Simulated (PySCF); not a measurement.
This PySCF input asks for the NMR shieldings of `[SiH2]1[SiH](O[SiH](C)C)[SiH2]O1`, C₂H₁₂O₂Si₄; the geometry comes from GFN2-xTB.

```python
import basis_set_exchange as bse
import numpy as np
from pyscf import gto, dft
from pyscf.prop import nmr

atoms = """
C     1.749555   -0.639105    1.226859
Si    1.633756   -0.137438   -0.600050
C     2.947949    1.152073   -1.057844
O     0.190335    0.566644   -0.876075
Si   -1.420915    0.742770   -0.693701
Si   -2.425981    0.268014    1.366887
O    -3.264286   -0.898245    0.522213
Si   -2.818389   -1.091955   -1.070981
H     2.682959   -1.149595    1.442137
H     1.690621    0.226631    1.881457
H     0.937801   -1.307452    1.498855
H     1.685276   -1.310168   -1.482604
H     2.811025    1.500147   -2.077203
H     2.900581    2.020926   -0.406775
H     3.948205    0.737118   -0.982445
H    -1.627729    2.038005   -1.366770
H    -3.451068    1.152202    1.924746
H    -1.769898   -0.439499    2.472210
H    -4.056556   -0.944589   -1.838223
H    -2.348388   -2.475805   -1.187542
"""
names = dict.fromkeys(["C", "Si", "O", "H"], "pcSseg-1")
basis = {el: gto.basis.parse(bse.get_basis(n, elements=[el], fmt="nwchem")) for el, n in names.items()}
mol = gto.M(atom=atoms, basis=basis, charge=0, verbose=0)
mf = dft.RKS(mol, xc="PBE0")
mf.grids.level = 2
mf.grids.alignment = dft.numint.BLKSIZE   # the property module wants whole blocks of grid points
mf.conv_tol = 1e-9
mf.kernel()

calc = nmr.RKS(mf)   # GIAO
C = mf.mo_coeff
Co = C[:, mf.mo_occ > 0]
resp = mf.gen_response(singlet=True, hermi=2)
def vind(x):   # induced exchange potential for any number of trial vectors
    d = np.einsum("pi,xij,qj->xpq", C, 2 * x.reshape(-1, C.shape[1], Co.shape[1]), Co, optimize=True)
    return np.einsum("xpq,pi,qj->xij", resp(d - d.transpose(0, 2, 1)), C, Co, optimize=True).ravel()
mo1, _ = nmr.rhf.solve_mo1(calc, with_cphf=vind)
sigma = calc.kernel(mo1)
for i, s in enumerate(sigma):   # ppm
    w = np.linalg.eigvalsh((s + s.T) / 2)
    print("%2d %-2s iso %8.1f  s11 %8.1f  s22 %8.1f  s33 %8.1f" % (i, mol.atom_pure_symbol(i), w.mean(), *w))
```

Problem. What does it print?

Solution. 
```
 0 C  iso    185.5  s11    177.5  s22    186.9  s33    192.0
 1 Si iso    350.7  s11    305.6  s22    363.2  s33    383.2
 2 C  iso    185.1  s11    174.8  s22    186.5  s33    193.9
 3 O  iso    287.9  s11    188.7  s22    321.1  s33    354.0
 4 Si iso    320.5  s11    255.3  s22    350.0  s33    356.1
 5 Si iso    340.0  s11    244.1  s22    318.7  s33    457.2
 6 O  iso    289.1  s11    148.6  s22    343.4  s33    375.4
 7 Si iso    342.1  s11    245.1  s22    319.5  s33    461.7
 8 H  iso     31.7  s11     27.3  s22     28.7  s33     39.1
 9 H  iso     31.5  s11     28.6  s22     28.9  s33     36.9
10 H  iso     31.2  s11     26.6  s22     29.3  s33     37.5
11 H  iso     26.4  s11     23.3  s22     24.9  s33     31.1
12 H  iso     31.2  s11     26.9  s22     28.8  s33     38.0
13 H  iso     31.4  s11     27.7  s22     29.5  s33     37.1
14 H  iso     31.9  s11     27.6  s22     28.9  s33     39.2
15 H  iso     24.9  s11     21.3  s22     24.0  s33     29.4
16 H  iso     25.9  s11     22.5  s22     24.7  s33     30.5
17 H  iso     25.7  s11     23.3  s22     24.5  s33     29.3
18 H  iso     25.9  s11     22.5  s22     24.6  s33     30.7
19 H  iso     25.7  s11     23.2  s22     24.0  s33     29.9
```

These numbers come from an equivalent density-fitted implementation of the same equations, which agrees with the script to about 0.01 ppm for H and up to a few tenths of a ppm for heavy atoms, so last digits may differ.

Problem. Turn these shieldings into chemical shifts. Scale: ¹³C (σ = 186.93 ppm) and ²⁹Si (σ = 349.16 ppm) and ¹H (σ = 31.72 ppm) against TMS; ¹⁷O (σ = 336.08 ppm) against H2O (reference shieldings calculated alike).

Solution. Averaging equivalent atoms: C 0/2: 1.6; Si 4: 28.7; Si 5/7: 8.1; Si 1: -1.5; O 3: 48.1; O 6: 47.0; H 15: 6.80; H 17/19: 6.02; H 16/18: 5.80; H 11: 5.30; H 8/9/10/12/13/14: 0.24 ppm. Experimental scales use liquid or dissolved standards, which lie at an offset from isolated H2O (liquid H2O: subtract about 36 ppm).

Size and cost of the density-fitted run: 224 basis functions, 2.4 min wall time (120 s CPU) on 1 thread of an AMD EPYC, shared host; peak memory 1.1 GiB.
